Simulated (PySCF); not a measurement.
NMR data sheet: C5H6ClF3O

| Item | Value |
| --- | --- |
| Formula | C5H6ClF3O |
| SMILES | CO/C(=C/Cl)CC(F)(F)F |
| InChI | InChI=1S/C5H6ClF3O/c1-10-4(3-6)2-5(7,8)9/h3H,2H2,1H3/b4-3+ |
| Point group of the computed structure | C1 |
| Degrees of unsaturation | 1 |
| Carbon signals | 5 |
| Proton signals | 3 |

Atom-mapped SMILES (the numbers label the heavy atoms): `[CH3:1][O:2]/[C:3](=[CH:4]/[Cl:5])[CH2:6][C:7]([F:8])([F:9])[F:10]`. Hydrogens are named by the atom that carries them.

[PySCF 2.14.0 with density-fitted response routines: NMR shieldings at PBE0/pcSseg-1/GIAO; geometry: GFN2-xTB; a single conformation; gas phase; equivalent nuclei averaged; relativity neglected]

δ = σ(ref) − σ, references computed at the same level: 1H, 13C against TMS; 19F against CFCl3; 17O vs H2O.

```tsv
carbon	δC, type	δH (multiplicity)	HMBC from (2–3 bonds)	span of the C tensor (ppm)
C1	56.5, CH3	3.74 (s)	–	81
C3	160.4, C	–	H(C4), H(C1), H(C6)	171
C4	105.9, CH	5.26 (s)	H(C6)	124
C6	41.0, CH2	3.20 (m)	H(C4)	30
C7	134.3, C	–	H(C6)	6
```

Other nuclei:
```csv
atoms,nucleus,environment,δ (ppm),σ (ppm)
F8/F9/F10,19F,fluorine of a CF3 group,-79.4,250.3
O2,17O,ether oxygen,124.3,211.8
```

Carbon types of the structure: 2 × C, 1 × CH, 1 × CH2, 1 × CH3, which accounts for all hydrogens. δC 160.4: alkene carbon bearing oxygen; an sp2 carbon further deshielded by the attached heteroatom. δC 134.3: CF3 carbon; 3 electronegative neighbours deshield it. δC 105.9: β carbon of an enol-ether or enamine type C=C; the O or N lone pair pushes π density onto this β carbon and shields it. δH 5.26: hydrogen on a β carbon of an enol-ether or enamine type C=C; attached to an sp2 carbon and in the plane of the double bond. δH 3.74: hydrogen on a methyl carbon bonded to O; its carbon carries O, hence the downfield position.

Carbons that carry Cl, above all several Cl atoms, come out too deshielded, partly because spin–orbit coupling is missing. Splittings by 19F in the carbon and heteronuclear signals aren't shown, as no couplings were computed. Shifts are as computed. Against solution values, carbons near 30 ppm lie about +3 ppm off and those near 130 ppm about +5 ppm; carbons on Cl a further +6 ppm. Of 1309 compounds with measured shifts, 239 miss one by over three times the rms of a fit or turn the order of signals round; such compounds aren't used in these exercises. Unscaled 19F shifts against computed CFCl3 carry errors that often reach 10 to 50 ppm. Experimental scales use liquid or dissolved standards, which lie at an offset from isolated H2O (liquid H2O: subtract about 36 ppm). No couplings were computed; multiplicities are counted from neighbouring protons, with m where these are inequivalent, close in shift, in a saturated or five-membered ring or joined by F or P, and br s for small geminal =CH2 splittings.
